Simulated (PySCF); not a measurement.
Run record: excited-state job, `C(Br)C=C`.

Computed with TDDFT PBE0/def2-SVPD, vertical, gas phase, core orbitals frozen in the response (PySCF 2.14.0, density-fitted response routines). Geometry: GFN2-xTB. A driver script takes a list of jobs; this job's settings line and coordinates (Å) are shown.

Input:
```
{"job": {"kind": "uv", "xc": "PBE0", "basis": "def2-SVPD", "nstates": 8, "ntriplets": 3}, "charge": 0, "multiplicity": 1}
C     -1.338406    -0.231839     0.434197
C     -0.242813     0.470192     0.208909
C      0.909481    -0.037883    -0.575927
Br     2.496039    -0.227254     0.584458
H     -2.155765     0.165388     1.010061
H     -1.465043    -1.229742     0.046686
H     -0.126314     1.464612     0.618550
H      1.214709     0.657671    -1.357335
H      0.721673    -1.025152    -0.994778
```

Q: What does the run print?

A: 
```
coarse grid: 35232 points
cycle   1  E = -2690.6087623834  dE = -8.086e-01  |g| = 2.571e-01  |ddm| = 4.117e+00
cycle   2  E = -2690.6097368848  dE = -9.745e-04  |g| = 2.492e-01  |ddm| = 9.062e-01
cycle   3  E = -2690.6258949395  dE = -1.616e-02  |g| = 5.375e-02  |ddm| = 4.436e-01
cycle   4  E = -2690.6265011064  dE = -6.062e-04  |g| = 2.428e-02  |ddm| = 1.060e-01
cycle   5  E = -2690.6266520122  dE = -1.509e-04  |g| = 4.840e-03  |ddm| = 3.809e-02
cycle   6  E = -2690.6266581272  dE = -6.115e-06  |g| = 1.120e-03  |ddm| = 9.470e-03
final grid: 73560 points
cycle   7  E = -2690.6266448205  dE = -1.466e-08  |g| = 1.138e-03  |ddm| = 7.758e-03
cycle   8  E = -2690.6266446823  dE =  1.382e-07  |g| = 1.333e-03  |ddm| = 3.098e-03
cycle   9  E = -2690.6266450628  dE = -3.805e-07  |g| = 2.304e-04  |ddm| = 1.717e-03
cycle  10  E = -2690.6266450753  dE = -1.253e-08  |g| = 2.618e-05  |ddm| = 3.197e-04
cycle  11  E = -2690.6266450755  dE = -1.664e-10  |g| = 5.350e-06  |ddm| = 4.277e-05
converged SCF energy = -2690.6266450755

Static polarisability (au): isotropic 61.494, principal 50.801 51.033 82.648

Singlet excitations
state   eV       nm        f      main configurations
  1   5.5576    223.1   0.01191   H-1->L 0.55, H->L 0.34, H-2->L 0.09
  2   5.6129    220.9   0.01766   H-1->L 0.42, H->L 0.37, H-2->L 0.17
  3   6.4431    192.4   0.20538   H-2->L 0.65, H->L 0.20, H->L+1 0.10
  4   7.1123    174.3   0.03320   H-1->L+1 0.76, H->L+1 0.17
  5   7.1681    173.0   0.15152   H->L+1 0.58, H-1->L+1 0.19, H-2->L+1 0.13
  6   7.5807    163.6   0.07157   H->L+2 0.57, H-2->L+1 0.32
  7   7.7660    159.7   0.03111   H-1->L+2 0.83
  8   7.8251    158.4   0.11865   H-2->L+1 0.33, H->L+2 0.30, H-2->L+2 0.13

Triplet excitations (Tamm-Dancoff, eV): 4.1812 4.9995 5.1082
```

The SCF starts on a coarse grid where the log names one; the energy can jump when the final grid takes over, and dE then counts from the start density on the new grid. H and L stand for HOMO and LUMO; the number after each pair is its weight.

Q: Give the mean polarisability as a volume in Å³, and the ratio of the largest to the smallest principal value.

A: 61.494 au × 0.148185 = 9.11 Å³; 82.648/50.801 = 1.63.

Q: Which computed singlet has the largest oscillator strength, and what do all of them sum to?

A: State 3 at 6.44 eV (192 nm), f = 0.205; the 8 states sum to 0.641.

Summary of the converged run: HOMO -7.79 eV, LUMO -0.94 eV; lowest singlet 5.56 eV; lowest triplet 4.18 eV (Tamm–Dancoff); mean polarisability 61.5 au.

 The PBE0/def2-SVPD calculation is non-relativistic and has no spin–orbit coupling, an omission that weighs most on bromine.

Q: Estimate the wall time. Hardware: one thread of an Arm Neoverse V2 (shared host).

A: About 9.0 s.

One conformer stands for the species.
Labels such as C1 count atoms from 1, the log's own numbers from 0.
